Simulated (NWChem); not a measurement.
The numbers come from NWChem runs, not from measurements. System: CHF2, charge 0, spin multiplicity 2, at a geometry optimised with UB3LYP/def2-SVP. The structure started from a generated list of species. Its SCF solution wasn't tested for a lower state. Level: UHF/def2-TZVP.

Job file:

```
start mol
memory heap 200 mb stack 900 mb global 1100 mb
geometry units angstroms nocenter noautoz
  F      0.230132    -0.074502     1.097093
  C     -0.441924     0.239822     0.000000
  F      0.230132    -0.074502    -1.097093
  H     -1.490835    -0.097900     0.000000
  symmetry group Cs
end
basis spherical
  * library def2-tzvp
end
scf
  uhf
  nopen 1
  maxiter 100
  thresh 1e-7
  semidirect memsize 60000000 filesize 0
  # guess.movecs holds the orbitals of an unrestricted PBE0 run
  vectors input guess.movecs output mol.movecs
end
task scf energy
```

Part of the output:

```
             Northwest Computational Chemistry Package (NWChem) 7.3.0
             --------------------------------------------------------

                                NWChem Input Module
                                -------------------

 Scaling coordinates for geometry "geometry" by  1.889725989
 (inverse scale =  0.529177249)

 Turning off AUTOSYM since
 SYMMETRY directive was detected!

                             Geometry "geometry" -> ""
                             -------------------------

 Output coordinates in angstroms (scale by  1.889725989 to convert to a.u.)

  No.       Tag          Charge          X              Y              Z
 ---- ---------------- ---------- -------------- -------------- --------------
    1 F                    9.0000     0.23013200    -0.07450200     1.09709300
    2 C                    6.0000    -0.44192400     0.23982200     0.00000000
    3 F                    9.0000     0.23013200    -0.07450200    -1.09709300
    4 H                    1.0000    -1.49083500    -0.09790000     0.00000000

 Effective nuclear repulsion energy (a.u.)      70.2351478383

            Nuclear Dipole moment (a.u.)
            ----------------------------
        X                 Y               Z
 ---------------- ---------------- ----------------
    -0.0000056692    -0.0000075589     0.0000000000

      Symmetry information
      --------------------

 Group name             Cs
 Group number              2
 Group order               2
 No. of unique centers     3

      Symmetry unique atoms

     1    2    4


 Summary of "ao basis" -> "" (spherical)
 ------------------------------------------------------------------------------
       Tag                 Description            Shells   Functions and Types
 ---------------- ------------------------------  ------  ---------------------
 *                         def2-tzvp                  on all atoms

 Summary of "ao basis" -> "ao basis" (spherical)
 ------------------------------------------------------------------------------
       Tag                 Description            Shells   Functions and Types
 ---------------- ------------------------------  ------  ---------------------
 F                         def2-tzvp                11       31   5s3p2d1f
 C                         def2-tzvp                11       31   5s3p2d1f
 H                         def2-tzvp                 4        6   3s1p

                                 NWChem SCF Module
                                 -----------------

  ao basis        = "ao basis"
  functions       =    99
  atoms           =     4
  alpha electrons =    13
  beta  electrons =    12
  charge          =   0.00
  wavefunction    = UHF
  use symmetry    = T
  symmetry adapt  = T

 Summary of "ao basis" -> "ao basis" (spherical)
 ------------------------------------------------------------------------------
       Tag                 Description            Shells   Functions and Types
 ---------------- ------------------------------  ------  ---------------------
 F                         def2-tzvp                11       31   5s3p2d1f
 C                         def2-tzvp                11       31   5s3p2d1f
 H                         def2-tzvp                 4        6   3s1p

      Symmetry analysis of basis
      --------------------------

        a'         57
        a"         42

 Forming initial guess at       0.1s

   Symmetry analysis of molecular orbitals - initial alpha
   -------------------------------------------------------

  Numbering of irreducible representations:

     1 a'          2 a"

  Orbital symmetries:

     1 a"          2 a'          3 a'          4 a'          5 a"
     6 a'          7 a"          8 a'          9 a'         10 a"
    11 a"         12 a'         13 a'         14 a'         15 a"
    16 a'         17 a'         18 a'         19 a'         20 a"
    21 a'         22 a"         23 a'

   Symmetry analysis of molecular orbitals - initial beta
   ------------------------------------------------------

  Numbering of irreducible representations:

     1 a'          2 a"

  Orbital symmetries:

     1 a"          2 a'          3 a'          4 a'          5 a"
     6 a'          7 a"          8 a'          9 a'         10 a"
    11 a"         12 a'         13 a'         14 a'         15 a"
    16 a'         17 a'         18 a'         19 a'         20 a"
    21 a'         22 a"         23 a'

 Starting SCF solution at       0.1s

 ----------------------------------------------
         Quadratically convergent UHF

 Convergence threshold     :          1.000E-07
 Maximum no. of iterations :          100
 Integral*density screening:          1.000E-09
 ----------------------------------------------

              iter       energy          gnorm     gmax       time
             ----- ------------------- --------- --------- --------
                 1     -237.3526532594  6.14D-01  1.23D-01      0.6
                 2     -237.3717677787  1.11D-01  1.83D-02      0.6
                 3     -237.3735082816  6.23D-03  1.23D-03      0.8
                 4     -237.3735199248  1.50D-05  3.29D-06      1.2
                 5     -237.3735199248  4.37D-09  7.37D-10      1.7

       Final UHF  results
       ------------------

         Total SCF energy =   -237.373519924830
      One electron energy =   -469.547356039567
      Two electron energy =    161.938688276484
 Nuclear repulsion energy =     70.235147838253

                       Sz =      0.5000
                 Sz(Sz+1) =      0.7500
                      S^2 =      0.7561
[...]
   Bfn.  Coefficient  Atom+Function         Bfn.  Coefficient  Atom+Function
  ----- ------------  ---------------      ----- ------------  ---------------
     8      0.292322  1 F  pz                70      0.292322  3 F  pz
    11      0.260431  1 F  pz                73      0.260431  3 F  pz
     6     -0.194844  1 F  px                68      0.194844  3 F  px
     9     -0.170276  1 F  px                71      0.170276  3 F  px

 Vector   12  Occ=1.000000D+00  E=-6.256034D-01  Symmetry=a'
              MO Center= -2.9D-01,  1.0D-02,  2.1D-13, r^2= 1.8D+00
   Bfn.  Coefficient  Atom+Function         Bfn.  Coefficient  Atom+Function
  ----- ------------  ---------------      ----- ------------  ---------------
     6      0.283660  1 F  px                68      0.283660  3 F  px
     9      0.250347  1 F  px                71      0.250347  3 F  px
    37     -0.198106  2 C  px                95      0.195583  4 H  s

 Vector   13  Occ=1.000000D+00  E=-4.271357D-01  Symmetry=a'
              MO Center= -3.7D-01,  3.6D-01,  1.4D-16, r^2= 1.3D+00
   Bfn.  Coefficient  Atom+Function         Bfn.  Coefficient  Atom+Function
  ----- ------------  ---------------      ----- ------------  ---------------
    41      0.417946  2 C  py                38      0.409726  2 C  py
    36      0.233023  2 C  s                 35      0.205981  2 C  s
     7     -0.204460  1 F  py                69     -0.204460  3 F  py
    10     -0.177562  1 F  py                72     -0.177562  3 F  py
    44      0.164072  2 C  py                13     -0.162150  1 F  py

 Vector   14  Occ=0.000000D+00  E= 1.743085D-01  Symmetry=a'
              MO Center= -2.1D+00, -2.2D-01, -5.2D-16, r^2= 2.7D+00
   Bfn.  Coefficient  Atom+Function         Bfn.  Coefficient  Atom+Function
  ----- ------------  ---------------      ----- ------------  ---------------
    96      3.119190  4 H  s                 36     -1.721410  2 C  s
    43      1.037164  2 C  px                95     -0.518224  4 H  s
    44      0.455113  2 C  py                35     -0.255598  2 C  s
    37      0.161059  2 C  px

 Vector   15  Occ=0.000000D+00  E= 2.211304D-01  Symmetry=a"
              MO Center= -7.8D-01,  3.8D-01,  2.2D-15, r^2= 4.4D+00
   Bfn.  Coefficient  Atom+Function         Bfn.  Coefficient  Atom+Function
  ----- ------------  ---------------      ----- ------------  ---------------
    45      1.720384  2 C  pz                 5     -1.202556  1 F  s
    67      1.202556  3 F  s                 42      0.423191  2 C  pz
    12      0.318367  1 F  px                74     -0.318367  3 F  px
    14      0.185959  1 F  pz                76      0.185959  3 F  pz
    54     -0.167320  2 C  d  1

 Vector   16  Occ=0.000000D+00  E= 2.264492D-01  Symmetry=a'
              MO Center=  2.2D-01, -1.8D-01,  5.1D-15, r^2= 4.2D+00
   Bfn.  Coefficient  Atom+Function         Bfn.  Coefficient  Atom+Function
  ----- ------------  ---------------      ----- ------------  ---------------
    36      2.305546  2 C  s                  5     -1.433850  1 F  s
    67     -1.433850  3 F  s                 43      1.121594  2 C  px
    44     -0.678175  2 C  py                14      0.518798  1 F  pz
    76     -0.518798  3 F  pz                40      0.362196  2 C  px
    96     -0.321116  4 H  s                 35      0.265537  2 C  s

                     UHF Final Beta Molecular Orbital Analysis
                     -----------------------------------------

 Vector   10  Occ=1.000000D+00  E=-6.635190D-01  Symmetry=a"
              MO Center=  2.0D-01, -8.0D-02,  4.2D-15, r^2= 1.7D+00
   Bfn.  Coefficient  Atom+Function         Bfn.  Coefficient  Atom+Function
  ----- ------------  ---------------      ----- ------------  ---------------
     7      0.235044  1 F  py                69     -0.235044  3 F  py
     6      0.212697  1 F  px                68     -0.212697  3 F  px
    10      0.207542  1 F  py                72     -0.207542  3 F  py
     9      0.186156  1 F  px                71     -0.186156  3 F  px
     8     -0.155159  1 F  pz                70     -0.155159  3 F  pz

 Vector   11  Occ=1.000000D+00  E=-6.538293D-01  Symmetry=a"
              MO Center=  2.1D-01, -4.8D-02,  3.4D-14, r^2= 1.7D+00
   Bfn.  Coefficient  Atom+Function         Bfn.  Coefficient  Atom+Function
  ----- ------------  ---------------      ----- ------------  ---------------
     8      0.242520  1 F  pz                70      0.242520  3 F  pz
     7      0.240485  1 F  py                69     -0.240485  3 F  py
    11      0.216158  1 F  pz                73      0.216158  3 F  pz
    10      0.212226  1 F  py                72     -0.212226  3 F  py

 Vector   12  Occ=1.000000D+00  E=-6.083943D-01  Symmetry=a'
              MO Center= -4.4D-01, -2.7D-04, -2.8D-16, r^2= 1.7D+00
   Bfn.  Coefficient  Atom+Function         Bfn.  Coefficient  Atom+Function
  ----- ------------  ---------------      ----- ------------  ---------------
     6      0.266551  1 F  px                68      0.266551  3 F  px
     9      0.236283  1 F  px                71      0.236283  3 F  px
    95      0.233783  4 H  s                 37     -0.205080  2 C  px

 Vector   13  Occ=0.000000D+00  E= 1.136382D-01  Symmetry=a'
              MO Center= -6.0D-01,  7.1D-01,  1.6D-16, r^2= 2.2D+00
   Bfn.  Coefficient  Atom+Function         Bfn.  Coefficient  Atom+Function
  ----- ------------  ---------------      ----- ------------  ---------------
    36      1.135986  2 C  s                 96     -0.740365  4 H  s
    44      0.571792  2 C  py                38      0.265228  2 C  py
    43     -0.241163  2 C  px                13     -0.220268  1 F  py
    75     -0.220268  3 F  py                41      0.203047  2 C  py

 Vector   14  Occ=0.000000D+00  E= 1.833442D-01  Symmetry=a'
              MO Center= -2.0D+00, -1.5D-01,  9.7D-17, r^2= 2.9D+00
   Bfn.  Coefficient  Atom+Function         Bfn.  Coefficient  Atom+Function
  ----- ------------  ---------------      ----- ------------  ---------------
    96      3.129634  4 H  s                 36     -1.687364  2 C  s
    43      1.026711  2 C  px                95     -0.580733  4 H  s
    44      0.533059  2 C  py                35     -0.266045  2 C  s
    37      0.154678  2 C  px

 Vector   15  Occ=0.000000D+00  E= 2.299626D-01  Symmetry=a"
              MO Center= -8.0D-01,  3.7D-01,  1.5D-15, r^2= 4.5D+00
   Bfn.  Coefficient  Atom+Function         Bfn.  Coefficient  Atom+Function
  ----- ------------  ---------------      ----- ------------  ---------------
    45      1.771901  2 C  pz                 5     -1.232398  1 F  s
    67      1.232398  3 F  s                 42      0.393729  2 C  pz
    12      0.316879  1 F  px                74     -0.316879  3 F  px
    14      0.185616  1 F  pz                76      0.185616  3 F  pz
    54     -0.181520  2 C  d  1              13     -0.152919  1 F  py

 center of mass
 --------------
 x =   0.07182867 y =  -0.00191325 z =   0.00000000

 moments of inertia (a.u.)
 ------------------
         166.569186756688           6.335803129028           0.000000000000
           6.335803129028         186.608235748499           0.000000000000
           0.000000000000           0.000000000000          26.543280454614

  Mulliken analysis of the total density
  --------------------------------------

    Atom       Charge   Shell Charges
 -----------   ------   -------------------------------------------------------
    1 F    9     9.25   0.77  1.20  0.60  1.01  0.34  2.24  2.27  0.80  0.00  0.02  0.00
    2 C    6     5.63   0.85  1.12  0.51  0.60  0.10  1.10  1.00  0.13  0.05  0.14  0.03
    3 F    9     9.25   0.77  1.20  0.60  1.01  0.34  2.24  2.27  0.80  0.00  0.02  0.00
    4 H    1     0.88   0.26  0.49  0.11  0.02

  Mulliken analysis of the alpha density
  --------------------------------------

    Atom       Charge   Shell Charges
 -----------   ------   -------------------------------------------------------
    1 F    9     4.63   0.39  0.60  0.30  0.51  0.17  1.14  1.14  0.38  0.00  0.01  0.00
    2 C    6     3.30   0.43  0.56  0.29  0.34  0.07  0.72  0.68  0.10  0.03  0.07  0.01
    3 F    9     4.63   0.39  0.60  0.30  0.51  0.17  1.14  1.14  0.38  0.00  0.01  0.00
    4 H    1     0.43   0.13  0.24  0.05  0.01

   Mulliken analysis of the beta density
   -------------------------------------

    Atom       Charge   Shell Charges
 -----------   ------   -------------------------------------------------------
    1 F    9     4.61   0.39  0.60  0.30  0.51  0.17  1.10  1.13  0.42  0.00  0.01  0.00
    2 C    6     2.33   0.43  0.56  0.22  0.25  0.03  0.37  0.32  0.03  0.03  0.07  0.01
    3 F    9     4.61   0.39  0.60  0.30  0.51  0.17  1.10  1.13  0.42  0.00  0.01  0.00
    4 H    1     0.44   0.13  0.25  0.06  0.01

   Mulliken analysis of the spin density
   -------------------------------------

    Atom       Charge   Shell Charges
 -----------   ------   -------------------------------------------------------
    1 F    9     0.02   0.00 -0.00  0.00  0.00 -0.01  0.04  0.01 -0.03  0.00  0.00  0.00
    2 C    6     0.97   0.00 -0.00  0.07  0.09  0.05  0.35  0.35  0.06 -0.00  0.00 -0.00
    3 F    9     0.02   0.00 -0.00  0.00  0.00 -0.01  0.04  0.01 -0.03  0.00  0.00  0.00
    4 H    1    -0.01   0.00 -0.01 -0.01  0.00

       Multipole analysis of the density wrt the origin
       ------------------------------------------------

     L   x y z        total         alpha         beta         nuclear
     -   - - -        -----         -----         ----         -------
     0   0 0 0     -0.000000    -13.000000    -12.000000     25.000000

     1   1 0 0     -0.643825      0.070101     -0.713921     -0.000006
     1   0 1 0      0.018145     -0.500170      0.518322     -0.000008
     1   0 0 1     -0.000000     -0.000000     -0.000000      0.000000

     2   2 0 0    -10.370033    -13.606124    -12.289694     15.525785
     2   1 1 0      0.272094      1.984455      1.139352     -2.851713
     2   1 0 1      0.000000      0.000000      0.000000      0.000000
     2   0 2 0    -11.653769     -7.879264     -5.397846      1.623341
     2   0 1 1     -0.000000     -0.000000     -0.000000      0.000000
     2   0 0 2    -13.306093    -45.803430    -44.869895     77.367233

 Task  times  cpu:        1.7s     wall:        1.7s

 Total times  cpu:        1.8s     wall:        1.8s
```
